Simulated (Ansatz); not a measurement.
fac-TiCl3(H2O)3 (TiCl3O3H6). Charge 0, multiplicity 2. Geometry B3LYP-D4/def2-SVP, basis def2-TZVP, Ansatz.

```xyz
13

Ti    0.072   -0.101   -0.580
Cl   -0.788   -1.976   -1.553
O     0.615    1.448    0.918
H     0.253    2.241    0.481
H     1.577    1.503    0.771
Cl   -0.751    1.771   -1.768
O     0.882   -1.465    0.996
H     1.814   -1.450    0.694
H     0.552   -2.349    0.765
Cl    2.382    0.008   -1.066
O    -1.922    0.146    0.390
H    -2.441   -0.639    0.147
H    -2.246    0.862   -0.195
```

| run | HOMO (eV) | LUMO (eV) |
| --- | --- | --- |
| A | -4.80 | -3.76 |
| B | -4.05 | -3.71 |
| C | -4.65 | -3.72 |
| D | -6.46 | -2.65 |

HOMO and LUMO are taken over both spins.

**Question.** The runs used B97M-V, PBE, PBE0, r2SCAN. Estimate which is which.

**Answer.** A B97M-V (0 % exact exchange); B PBE (0 % exact exchange); C r2SCAN (0 % exact exchange); D PBE0 (25 % exact exchange). Exact exchange lowers occupied and raises empty levels; among semilocal functionals meta-GGAs tend to open the gap a little, and such runs are hard to tell apart. The gap grows from 0.35 eV (PBE) to 3.81 eV (PBE0).
